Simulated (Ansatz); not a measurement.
Ideal-gas functions of CH$_{4}$BrGaO (`O[CH2][GaH][Br]`) at 800 K and 1 bar, from an Ansatz frequency run at PBE0-D4/def2-TZVP.

Molar mass 181.67 g/mol, point group Cs (symmetry number 1), electronic degeneracy 1, moments of inertia 48.619, 458.631, 504.116 u Å². Harmonic wavenumbers (cm⁻¹, unscaled): 51, 83, 237, 274, 308, 405, 549, 619, 723, 1074, 1174, 1222, 1345, 1477, 2017, 2995, 3035, 3844.

Use S(trans) = R[1.5 ln M + 2.5 ln T − 1.1517]; rotational temperatures θ = 24.2544 K / I; S(rot) = R[ln(√π/σ · √(T³/θAθBθC)) + 1.5]; for each mode x = 1.438777 ν̃/T, S = R[x/(eˣ − 1) − ln(1 − e⁻ˣ)] and H = RT x/(eˣ − 1); 1 cm⁻¹ = 0.0119627 kJ/mol; R = 8.31446 J/(mol·K).

By hand: the entropy, in J/(mol·K).

Translation 194.3. Rotation: θ = 0.4989, 0.0529, 0.0481 K, giving 128.3. Vibration, mode by mode: 28.18, 24.14, 15.47, 14.28, 13.33, 11.13, 8.75, 7.84, 6.69, 4.02, 3.49, 3.26, 2.74, 2.27, 1.05, 0.24, 0.23, 0.07, in all 147.2. Electronic 0.0. Sum 469.8 J/(mol·K).

By hand: H − E and G − E in kJ/mol, counted from the electronic energy.

Zero-point energy ½ × 21432 × 0.0119627 = 128.2; thermal vibration 53.1; translation, rotation and pV give 4 RT = 26.6. H − E = 207.9 kJ/mol, and G − E = 207.9 − 800 × 469.8/1000 = -167.9 kJ/mol.

Vibration gives 31 % of the entropy, 52.3 J/(mol·K) of it from the modes under 150 cm⁻¹: soft modes count most, and the harmonic formula is weakest for them. The sum counts one conformer and one mirror image; others add a mixing term.
